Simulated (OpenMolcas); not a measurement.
Pd4+ among 5 point charges of -2 e arranged as a trigonal bipyramid (D3h). The axial distance is 0.86 times the equatorial one, R.

- Program: OpenMolcas
- Method: CASSCF
- Basis: ANO-RCC-VDZP [6s5p3d1f]
- Scalar Hamiltonian: DKH2, point nucleus
- Active space: 6 electrons in 5 orbitals (4d)
- State averaging: 2S+1 = 5 even, 5 roots; 2S+1 = 3 even, 45 roots; 2S+1 = 1 even, 50 roots
- Spin-orbit coupling: RASSI with atomic mean-field integrals over the reference wave functions

All point charges move together. At R = 1.94 Å the first state of the same spin is 6108 cm-1, and at R = 2.27 Å it is 4606 cm-1.

Task: A third run gives 5441 cm-1. What distance was it run at?

Result: With a power law R^-n the two known points give n = -ln(4606 / 6108) / ln(2.27 / 1.94) = 1.80. Then R = 1.94 × (6108 / 5441)^(1/1.80) = 2.069 Å. The run was at 2.08 Å, so the estimate is off by -0.011 Å.

An orbital doublet at a regular site is open to a Jahn-Teller distortion, which this geometry leaves out. Without dynamic correlation the repulsion within the d shell is too large (B by tens of per cent), so at a given field states of lower spin stand too high. Point charges give a weaker field than real ligands, and real ions of this kind are as a rule low spin; the high spin found here belongs to the model. This shell can be high or low spin here, a state of another spin lies low, and with metal d orbitals alone active their balance is uncertain, so the ground spin may be wrong (holds for R = 1.94). This is an electrostatic model: the charges have no orbitals. No measured value stands beside these numbers.
